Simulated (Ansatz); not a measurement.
System: BBr2, charge 0, doublet. BBr2 (SMILES Br[B]Br, doublet).
B3LYP-D3(BJ)/def2-TZVP minimum from Ansatz (a program for electronic structure):
```
B
Br 1 1.8889
Br 1 1.8889 2 126.56
```
Charge 0, spin multiplicity 2.

Total energies in cc-pVTZ, 17 correlated electrons, 29 frozen orbitals. Radicals and triplets start from unrestricted determinants; spin-orbit coupling is neglected. Cores are frozen in correlated methods (noble-gas shells, and filled d and f shells in the p block). No relativity. Spin-orbit terms, left out, reach several kcal/mol for Br and I, and more for heavier atoms.

```csv
method,program,energy (Eh),minus CCSDT(Q) (mEh)
HF,Ansatz,-5169.62433,443.45
MP2,Ansatz,-5170.01409,53.70
CCSD,Ansatz,-5170.04593,21.86
CCSD(T),Ansatz,-5170.06559,2.20
CCSDT(Q),Ansatz,-5170.06779,0.00
```

Rough core times of Ansatz's runs on a shared machine: CCSD(T) 30 s, CCSDT(Q) 30 min.
